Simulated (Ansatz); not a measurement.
Abridged output of a molecular run in Ansatz:

```
Functional definition: HF
1758 factors; integrals over basis functions are off by at most 1.1e-3 eV
mean field evaluation 1: about -77390.0911 eV, gradient 3.6e1 eV
mean field evaluation 2: about -77390.4284 eV, gradient 3.7e1 eV
mean field evaluation 4: about -77393.6241 eV, gradient 4.6e0 eV
mean field evaluation 8: about -77393.6923 eV, gradient 2.9e-1 eV
mean field -77393.69265284 eV, -2844.1657456628 hartree, gradient 4.2e-6 eV, S^2 0.000000; 0 other end points of the search recorded, 0 dependent functions left out
17 core orbitals not correlated: weight in the atoms' cores, before any rotation towards them, 1.000 or more for the frozen orbitals, at most 0.000 for the correlated occupied ones
reference -77393.69265284 eV, -2844.1657456628 hartree; 21, 21 occupied and 257, 257 virtual orbitals, 1758 factors
second order -26.83170338 eV of doubles, -0.00000000 eV of singles
cycle   1  -27.29279122 eV  change   -4.6e-1 eV  update   1.1e-1
cycle   2  -27.98627341 eV  change   -6.9e-1 eV  update   3.1e-2
cycle   3  -28.10686921 eV  change   -1.2e-1 eV  update   1.4e-2
cycle   4  -28.09498677 eV  change    1.2e-2 eV  update   3.2e-3
cycle   5  -28.09485594 eV  change    1.3e-4 eV  update   1.4e-3
cycle   6  -28.09527097 eV  change   -4.2e-4 eV  update   3.9e-4
cycle   7  -28.09499400 eV  change    2.8e-4 eV  update   1.5e-4
cycle   8  -28.09496094 eV  change    3.3e-5 eV  update   5.2e-5
perturbative correction -1.05410985 eV, -0.0387378226 hartree
Total energy: -77422.84172363 eV, -2845.2369542564 hartree
```

Its atoms:

Cartesian coordinates in Å:
```
C 1.207 0.067 2.547
O 0.888 0.664 1.311
Si 0.025 -0.097 0.147
Se -0.148 1.386 -1.549
C -1.173 0.169 -2.695
H 1.779 0.786 3.135
H 0.303 -0.200 3.108
H 1.815 -0.835 2.411
H -1.324 -0.492 0.648
H 0.709 -1.343 -0.306
H -1.372 0.715 -3.615
H -2.117 -0.097 -2.222
H -0.592 -0.723 -2.921
```

Q: Which basis set was used?
A. cc-pV(Q+d)Z
B. def2-QZVPP
C. def2-TZVPP
D. cc-pV(D+d)Z

A: C. It gives 295 functions.

Q: Write the keys of the input that set method, charge and spin (a neutral closed shell needs none for the last two).

A: 
```yaml
correlation: {method: ccsd_t}
```
